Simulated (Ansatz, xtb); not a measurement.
C5H5FO2S: which of two isomers lies lower

Structure X is `C=C(S)[C@@]1(F)OCC1=O`, a singlet and structure Y is `CC(=S)[C@@]1(F)OC=C1O`, a singlet. Both are isolated molecules in the gas phase, relaxed with PBE0-D3(BJ)/def2-SVP; each stands in its lowest conformer found.

X (Å):

```yaml
atoms:
  - { symbol: C, position_ang: [-1.4686, 1.8758, 2.8989] }
  - { symbol: C, position_ang: [-0.5446, 1.1625, 2.2473] }
  - { symbol: C, position_ang: [-0.8554, -0.1947, 1.6883] }
  - { symbol: C, position_ang: [-2.4219, -0.7244, 0.3915] }
  - { symbol: C, position_ang: [-0.9811, -0.3068, 0.1481] }
  - { symbol: F, position_ang: [-0.0211, -1.1343, 2.2019] }
  - { symbol: O, position_ang: [-2.1966, -0.5841, 1.8009] }
  - { symbol: O, position_ang: [-0.2572, -0.1339, -0.7781] }
  - { symbol: S, position_ang: [1.1167, 1.7170, 2.0282] }
  - { symbol: H, position_ang: [-1.2492, 2.8731, 3.2860] }
  - { symbol: H, position_ang: [-2.4584, 1.4468, 3.0662] }
  - { symbol: H, position_ang: [1.3368, 1.0588, 0.8675] }
  - { symbol: H, position_ang: [-2.6738, -1.7569, 0.0948] }
  - { symbol: H, position_ang: [-3.1834, -0.0272, 0.0035] }
```

Y (Å):

```
atom    x (Å)    y (Å)    z (Å)
   C   2.2320   1.4178  -0.1790
   C   0.8113   1.1932   0.1828
   C   0.0650   0.2084  -0.6927
   C  -0.3094  -1.6802  -0.2974
   C  -1.0597  -0.5960  -0.0771
   F  -0.1871   0.8267  -1.8709
   O   0.7816  -1.0057  -0.9048
   O  -2.2302  -0.2720   0.4585
   S   0.0055   1.9600   1.3684
   H   2.7032   2.1668   0.4677
   H   2.7710   0.4577  -0.1239
   H   2.2849   1.7389  -1.2335
   H  -0.3013  -2.7592  -0.1554
   H  -2.0969   0.5895   0.8931
```

Task: Estimate E(Y) − E(X) at the level CCSD(T)/def2-SVP + ΔMP2/def2-TZVPP.

Result: Calculated at CCSD(T)/def2-SVP + ΔMP2/def2-TZVPP: E(Y) − E(X) = +16.1 kcal/mol, so structure X lies lower.

Level by level:

```tsv
level	geometry	E(Y) − E(X) (kcal/mol)	departure from the last row (kcal/mol)	job, with rough time for the two
GFN2-xTB	GFN2-xTB	+5.0	−11.2	optimisation, 0.67 s
HF/STO-3G	GFN2-xTB	+28.8	+12.7	single point, 2.8 s
r2SCAN-D4/def2-SVP	GFN2-xTB	+15.3	−0.9	single point, 15 s
PBE0-D3(BJ)/def2-SVP	PBE0-D3(BJ)/def2-SVP	+15.1	−1.0	optimisation, 8.9 min
HF/def2-SVP	PBE0-D3(BJ)/def2-SVP	+22.3	+6.2	part of the CCSD(T) run
MP2/def2-SVP	PBE0-D3(BJ)/def2-SVP	+15.4	−0.7	part of the CCSD(T) run
CCSD(T)/def2-SVP	PBE0-D3(BJ)/def2-SVP	+16.6	+0.5	single point
CCSD(T)/def2-SVP + ΔMP2/def2-TZVPP	PBE0-D3(BJ)/def2-SVP	+16.1		single point, 8 min
```

As drawn, Y has 1 C=S, 1 C–O, 1 O–H in place of 1 C–S, 1 C=O, 1 S–H.

The levels shown agree on the order. The largest departure from CCSD(T)/def2-SVP + ΔMP2/def2-TZVPP is that of HF/STO-3G, 12.7 kcal/mol. The last row adds to CCSD(T) the change of the MP2 difference between the two basis sets, here −0.5 kcal/mol.

With thermal terms from frequencies at re-optimised GFN2-xTB minima (ideal gas, soft modes damped towards free rotors, one conformer each, 298.15 K, 1 atm): the zero-point term adds +1.7 kcal/mol; ΔH is +17.9 and ΔG +17.8 kcal/mol.

The correlated steps freeze 13 core orbitals. Programs: Ansatz 0.2.0, xtb 6.7.1; the last row on 2 threads of Intel(R) Xeon(R) Processor @ 2.50GHz (Skylake/Cascade Lake) on a shared host.
